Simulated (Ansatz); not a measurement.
`C#C[SiH2]CN` and `C#C[SiH2][AlH][SiH3]` differ in one atom or group.

Ansatz, PBE0-D4/def2-TZVP geometries, multiplicity 1. Each molecule was computed in one conformer, which needn't be the lowest.

| property | `C#C[SiH2]CN` |
| --- | --- |
| LUMO energy (ωB97M-V/def2-TZVPP) / eV | 1.80 |
| LUMO energy (B3LYP/def2-TZVPP) / eV | -0.31 |
| HOMO energy (PBE/def2-TZVPP) / eV | -5.47 |
| size of the dipole moment (PBE/def2-TZVPP) / D | 1.63 |
| HOMO energy (ωB97M-V/def2-TZVPP) / eV | -9.34 |
| size of the dipole moment (ωB97M-V/def2-TZVPP) / D | 1.65 |

Q: What does the change do to each property? (An estimate is asked.)

A: The calculation gave: 
```tsv
property	`C#C[SiH2][AlH][SiH3]`	shift
LUMO energy (ωB97M-V/def2-TZVPP) / eV	0.41	-1.39
LUMO energy (B3LYP/def2-TZVPP) / eV	-1.66	-1.35
HOMO energy (PBE/def2-TZVPP) / eV	-6.13	-0.66
size of the dipole moment (PBE/def2-TZVPP) / D	1.39	-0.24
HOMO energy (ωB97M-V/def2-TZVPP) / eV	-8.93	0.41
size of the dipole moment (ωB97M-V/def2-TZVPP) / D	1.55	-0.10
```

With PBE0 the HOMO falls by 0.11 eV and the LUMO falls by 1.39 eV, so the gap narrows by about 1.28 eV. PBE moves the HOMO by -0.66 eV and ωB97M-V by 0.41 eV. Dipoles are sizes alone; their direction can turn.

B3LYP here is the variant with VWN-RPA as its local correlation; programs differ in this.
